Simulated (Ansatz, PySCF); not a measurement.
Potential energy surface of F2Mg, singlet: symmetric bend, bond length relaxed. Scanned: F-Mg-F angle. Other coordinates (Mg-F bond length) were minimised at B3LYP/def2-TZVP.

Methods: RKS-PBE/cc-pVTZ = restricted PBE/cc-pVTZ in Ansatz (a program for electronic structure); CAM-B3LYP/cc-pVTZ (PySCF); CCSD(T) on RHF/cc-pVTZ, 3 core orbitals frozen (PySCF).

Energies relative to the lowest point of each profile, in eV; the last columns give the difference from CCSD(T):

```json
[
 {"a / °": "180", "RKS-PBE/cc-pVTZ": "0.000", "CAM-B3LYP": "0.000", "CCSD(T)": "0.000", "RKS-PBE/cc-pVTZ − CCSD(T)": "0.000", "CAM-B3LYP − CCSD(T)": "0.000"},
 {"a / °": "170", "RKS-PBE/cc-pVTZ": "0.015", "CAM-B3LYP": "0.016", "CCSD(T)": "0.019", "RKS-PBE/cc-pVTZ − CCSD(T)": "-0.003", "CAM-B3LYP − CCSD(T)": "-0.003"},
 {"a / °": "160", "RKS-PBE/cc-pVTZ": "0.062", "CAM-B3LYP": "0.064", "CCSD(T)": "0.074", "RKS-PBE/cc-pVTZ − CCSD(T)": "-0.011", "CAM-B3LYP − CCSD(T)": "-0.010"},
 {"a / °": "150", "RKS-PBE/cc-pVTZ": "0.140", "CAM-B3LYP": "0.145", "CCSD(T)": "0.164", "RKS-PBE/cc-pVTZ − CCSD(T)": "-0.023", "CAM-B3LYP − CCSD(T)": "-0.018"},
 {"a / °": "140", "RKS-PBE/cc-pVTZ": "0.252", "CAM-B3LYP": "0.262", "CCSD(T)": "0.289", "RKS-PBE/cc-pVTZ − CCSD(T)": "-0.036", "CAM-B3LYP − CCSD(T)": "-0.026"},
 {"a / °": "130", "RKS-PBE/cc-pVTZ": "0.402", "CAM-B3LYP": "0.420", "CCSD(T)": "0.452", "RKS-PBE/cc-pVTZ − CCSD(T)": "-0.050", "CAM-B3LYP − CCSD(T)": "-0.032"},
 {"a / °": "120", "RKS-PBE/cc-pVTZ": "0.594", "CAM-B3LYP": "0.624", "CCSD(T)": "0.659", "RKS-PBE/cc-pVTZ − CCSD(T)": "-0.065", "CAM-B3LYP − CCSD(T)": "-0.035"},
 {"a / °": "110", "RKS-PBE/cc-pVTZ": "0.839", "CAM-B3LYP": "0.885", "CCSD(T)": "0.925", "RKS-PBE/cc-pVTZ − CCSD(T)": "-0.086", "CAM-B3LYP − CCSD(T)": "-0.040"},
 {"a / °": "100", "RKS-PBE/cc-pVTZ": "1.154", "CAM-B3LYP": "1.224", "CCSD(T)": "1.272", "RKS-PBE/cc-pVTZ − CCSD(T)": "-0.117", "CAM-B3LYP − CCSD(T)": "-0.047"},
 {"a / °": "90", "RKS-PBE/cc-pVTZ": "1.571", "CAM-B3LYP": "1.674", "CCSD(T)": "1.736", "RKS-PBE/cc-pVTZ − CCSD(T)": "-0.165", "CAM-B3LYP − CCSD(T)": "-0.063"},
 {"a / °": "80", "RKS-PBE/cc-pVTZ": "2.143", "CAM-B3LYP": "2.298", "CCSD(T)": "2.383", "RKS-PBE/cc-pVTZ − CCSD(T)": "-0.240", "CAM-B3LYP − CCSD(T)": "-0.085"}
]
```

RKS-PBE/cc-pVTZ is furthest from CCSD(T) at 80 (-0.240 eV, below); its mean absolute difference over the points is 0.072 eV.

CAM-B3LYP is furthest from CCSD(T) at 80 (-0.085 eV, below); its mean absolute difference over the points is 0.033 eV.
